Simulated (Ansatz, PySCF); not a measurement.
C4H4ClF, SMILES FC(CCl)=C=C.

Geometry: B3LYP-D3(BJ)/def2-SVP. This is a generated structure with no PubChem entry under its InChIKey; it may be hypothetical. The values are those of a single conformer.

Vertical ionisation energy (IE) and electron affinity (EA) in eV. Rows of orbital energies are one-electron estimates. Where ΔSCF, EOM or ADC give a negative EA the extra electron is unbound and the value depends on the basis.

| level | IE | EA |
|---|---|---|
| −ε(HOMO), −ε(LUMO), CAM-B3LYP/def2-TZVP (PySCF) | 8.93 | -0.28 |
| −ε(HOMO), −ε(LUMO), PBE/def2-TZVP (PySCF) | 6.37 | 1.91 |
| ΔSCF, CAM-B3LYP/def2-SVPD (Ansatz), final states of multiplicity 2 and 2 | (withheld) | (withheld) |
| ΔSCF, PBE/def2-SVPD (Ansatz), final states of multiplicity 2 and 2 | 9.51 | -0.61 |

Problem. What belongs in the gaps? (The exact figures need the calculation; the answer reports its results.)

Solution. 
- ΔSCF, CAM-B3LYP/def2-SVPD (Ansatz, a quantum-chemistry and plane-wave program), final states of multiplicity 2 and 2, IE: 9.86
- ΔSCF, CAM-B3LYP/def2-SVPD (Ansatz), final states of multiplicity 2 and 2, EA: -0.89

Problem. What vertical singlet–triplet gap does ΔSCF give with CAM-B3LYP/def2-SVPD (Ansatz) and with PBE/def2-SVPD (Ansatz)? (An estimate is asked for; the answer gives what the named calculation found.)

Solution. 4.33 and 4.17 eV (triplet above singlet where positive).
